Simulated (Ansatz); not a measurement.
LiAg6⁺. Total charge 1; singlet. Geometry r2SCAN-D4/def2-SVP.

Cartesian coordinates in Å:
```
Li 0.9251 1.9057 1.4390
Ag -1.5924 -1.6491 1.2507
Ag 0.2243 -0.1976 -0.0403
Ag 1.9120 1.4940 -1.1874
Ag -0.3070 0.5798 -2.5277
Ag 0.6481 -0.6979 2.5280
Ag -1.8101 -1.4349 -1.4622
```

In the def2 sets Ag takes a core potential; there is no spin–orbit coupling. The restricted singlet is unstable towards broken spin symmetry in Hartree–Fock (as tested in another run); at PBE-D4/def2-SVP, PBE-D4/def2-TZVP, BLYP-D4/def2-TZVP, r2SCAN0-D4/def2-TZVP and others this wasn't settled. Another isomer (singlet) lies 0.49 eV lower at PBE0-D4/def2-TZVP; other spin states weren't run for this one.

Question: Estimate the orbital energies around the gap (eV) in Ansatz with PBE-D4/def2-SVP, PBE-D4/def2-TZVP, BLYP-D4/def2-TZVP, r2SCAN0-D4/def2-TZVP, BHLYP-D4/def2-TZVP.

Answer: 
| orbital | PBE-D4/def2-SVP | PBE-D4/def2-TZVP | BLYP-D4/def2-TZVP | r2SCAN0-D4/def2-TZVP | BHLYP-D4/def2-TZVP |
| --- | --- | --- | --- | --- | --- |
| HOMO−5 | -10.57 | -10.53 | -10.44 | -12.30 | -13.74 |
| HOMO−4 | -10.54 | -10.53 | -10.44 | -12.13 | -13.53 |
| HOMO−3 | -10.47 | -10.43 | -10.34 | -11.97 | -13.34 |
| HOMO−2 | -10.38 | -10.33 | -10.26 | -11.55 | -12.17 |
| HOMO−1 | -9.19 | -9.22 | -9.14 | -9.62 | -9.95 |
| HOMO | -8.67 | -8.70 | -8.63 | -9.05 | -9.36 |
| LUMO | -6.89 | -6.91 | -6.91 | -6.01 | -5.40 |
| LUMO+1 | -6.40 | -6.44 | -6.42 | -5.50 | -4.92 |
| LUMO+2 | -6.10 | -6.13 | -6.13 | -5.17 | -4.68 |
| LUMO+3 | -5.86 | -5.93 | -5.90 | -5.07 | -4.56 |
| LUMO+4 | -4.66 | -4.71 | -4.66 | -3.76 | -3.25 |
| LUMO+5 | -4.42 | -4.45 | -4.46 | -3.46 | -3.22 |
